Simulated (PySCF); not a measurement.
## A small calculation by hand: chemical shift, span and skew from a shielding tensor

F₃S, SMILES F[S+](F)F, charge +1. Atoms are numbered in the order given.

```xyz
4

F     -1.1567     0.6678    -0.2651
S      0.0000     0.0000     0.4473
F      0.0000    -1.3356    -0.2651
F      1.1567     0.6678    -0.2651
```
Charge +1, spin multiplicity 1.

Coordinates come from a B3LYP-D3(BJ)/def2-TZVP optimisation. The isomer is the one that the SMILES or the coordinates give; other isomers of the formula were not compared.

GIAO shieldings from PBE/pcSseg-2 (PySCF), non-relativistic, no solvent. The symmetric part of the tensor of F1 has the principal values -73.0, 103.9, 232.9 ppm. The same nucleus in CFCl3 has σ = 132.0 ppm at this level (PySCF, at its B3LYP-D3(BJ)/def2-TZVP geometry).

**Question.** Work out the isotropic shielding, the ¹⁹F shift against CFCl3, the span and the skew.

**Answer.** 
σ(iso) = (σ11 + σ22 + σ33)/3 = 87.9 ppm. δ = σ(ref) − σ(iso) = 132.0 − (87.9) = 44.1 ppm.
Span Ω = σ33 − σ11 = 305.9 ppm. Skew κ = 3(σ(iso) − σ22)/Ω = -0.16. Tumbling in solution averages the tensor to δ; in a static solid the shielding alone would spread this spin-1/2 line over Ω.
